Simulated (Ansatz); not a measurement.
Breaking the Zn1–H2 bond in GeH4Zn (SMILES [ZnH][GeH3]) (multiplicity 1 held, fragments rigid). Energies count from the point at 1.556 Å.
Geometry at that point (charge 0, multiplicity 1):
```xyz
6

Zn    -0.7925    -0.1904    -0.9931
H     -1.7524    -0.4211    -2.1959
Ge     0.6980     0.1677     0.8747
H      1.7617    -0.9450     1.0057
H      1.4762     1.4979     0.7651
H     -0.0473     0.2138     2.2271
```

Restricted levels (R-, RO-) in cc, def2 and unpolarised 6-31G sets keep to the state of the molecule at rest. Unrestricted levels (U-) break spin symmetry where that is lower. Active spaces are followed from a long bond inwards. Curves can end on different states.

Correlated levels freeze the cores. Filled d and f shells under p-block atoms count as core.

Run with Ansatz (a program for electronic structure) with Gaussian orbitals. Values without a source in brackets are computed.

| level | energy at R = 4.980 Å (kcal/mol) |
|---|---|
| U-HF/def2-TZVPP | 57.01 |
| R-PBE/def2-TZVPP | 95.25 |
| R-B3LYP/def2-TZVPP | 103.20 |
| R-wB97X-V/def2-TZVPP | … |
| U-wB97X-V/def2-TZVPP | … |
| U-MP2/def2-TZVPP | 76.06 |
| U-SCS-MP2/def2-TZVPP | 78.17 |
| SC-NEVPT2 on CASSCF(2,2)/def2-TZVPP | 75.10 |
| FIC-MRCISD+Q on CASSCF(2,2)/def2-TZVPP | 78.30 |

Task: Fill in the missing entries.

Result: 
- R-wB97X-V/def2-TZVPP, energy at R = 4.980 Å (kcal/mol): 131.69
- U-wB97X-V/def2-TZVPP, energy at R = 4.980 Å (kcal/mol): 80.35

Doubts at one or more of the structures used: a spin-contaminated determinant (U-HF/def2-TZVPP, U-wB97X-V/def2-TZVPP, U-MP2/def2-TZVPP, U-SCS-MP2/def2-TZVPP); a restricted determinant that unrestricted orbitals would lower (R-PBE/def2-TZVPP, R-B3LYP/def2-TZVPP, R-wB97X-V/def2-TZVPP).
